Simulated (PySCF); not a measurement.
H₅NO₂SSiW, multiplicity 1. Atoms are numbered in the order given.

```xyz
11

W      0.0990     0.3579     0.2402
O      1.4837     1.3064    -0.1030
S      0.5383    -1.1190     1.7524
N     -1.2562     1.5589     0.9430
H     -1.9601     1.3036     1.6330
H     -1.2372     2.5661     0.7916
O     -0.4938    -0.5046    -1.3258
Si    -0.6876    -1.6925    -2.4946
H     -2.0492    -1.5481    -3.0766
H     -0.5375    -3.0283    -1.8559
H      0.3433    -1.5046    -3.5505
```
Charge 0, spin multiplicity 1.

Geometry: B3LYP-D3(BJ)/def2-SVP. The multiplicity is an assumed one; no other spin state was optimised. The structure was generated by enumeration; whether it is a known compound was not checked. The def2 effective core potentials stand for the cores of W; spin–orbit coupling is left out. Other conformers were not sampled.

All values below come from PySCF with TDDFT-LC-ωPBE/def2-SVPD.

Vertical excitations. Gas-phase values at a fixed geometry.

| state | energy (eV) | λ (nm) | f | main pairs |
|---|---|---|---|---|
| S1 | 3.49 | 356 | 0.001 | HOMO→LUMO 96 % |
| S2 | 4.17 | 297 | 0.002 | HOMO−1→LUMO 49 %, HOMO→LUMO+1 48 % |
| S3 | 4.54 | 273 | 0.019 | HOMO−1→LUMO+1 89 % |
| S4 | 4.97 | 249 | 0.066 | HOMO→LUMO+1 38 %, HOMO−1→LUMO 31 % |
| S5 | 5.02 | 247 | 0.005 | HOMO−2→LUMO 80 % |
| S6 | 5.57 | 223 | 0.008 | HOMO→LUMO+2 40 %, HOMO→LUMO+3 37 % |
| S7 | 5.70 | 218 | 0.010 | HOMO−2→LUMO+1 33 %, HOMO−3→LUMO 17 %, HOMO−1→LUMO+3 12 %, HOMO−1→LUMO+2 8 % |
| S8 | 5.86 | 212 | 0.006 | HOMO−1→LUMO+2 20 %, HOMO−2→LUMO+1 16 %, HOMO→LUMO+4 15 %, HOMO→LUMO+3 12 % |
| S9 | 5.88 | 211 | 0.003 | HOMO−1→LUMO+2 23 %, HOMO−3→LUMO 18 %, HOMO→LUMO+4 13 %, HOMO−1→LUMO+4 12 % |
| S10 | 5.99 | 207 | 0.027 | HOMO−2→LUMO+1 20 %, HOMO→LUMO+4 18 %, HOMO−3→LUMO 15 %, HOMO→LUMO+5 7 % |
| T1 | 3.17 | 391 | 0 | HOMO−1→LUMO 82 % |
| T2 | 3.20 | 388 | 0 | HOMO→LUMO 88 % |
| T3 | 3.86 | 321 | 0 | HOMO→LUMO+1 89 % |
| T4 | 4.16 | 298 | 0 | HOMO−1→LUMO+1 89 % |
Triplets are in the Tamm–Dancoff approximation, which puts them higher than full response would, so one can lie above its singlet here.
